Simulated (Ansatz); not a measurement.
Species: GaH$_{3}$, net charge -1, doublet state. 
Coordinates optimised at B3LYP-D3(BJ)/def2-TZVP (Ansatz, a program for electronic structure):
```
Ga
H 1 1.6277
H 1 1.6277 2 111.23
H 1 1.6277 2 111.23 3 124.59
```
Charge -1, spin multiplicity 2.

Basis-set convergence of Hartree-Fock and CCSD(T) correlation energies (hartree) with Ansatz. Correlated levels leave the core frozen unless marked. UHF or UKS for open shells. No spin-orbit coupling. The frozen core is the preceding noble-gas configuration, with the filled d and f shells of earlier blocks. Non-relativistic. This anion needs diffuse functions, which these sets lack.

```csv
basis,functions,E(HF),"E(corr, CCSD(T))"
def2-SVP,47,-1924.70095,-0.10971
def2-TZVPP,90,-1924.95344,-0.13054
def2-QZVPP,179,___,___
```

Question: Some entries are withheld; supply them.

Answer: 
- def2-QZVPP, E(HF): -1924.99681
- def2-QZVPP, E(corr, CCSD(T)): -0.13634
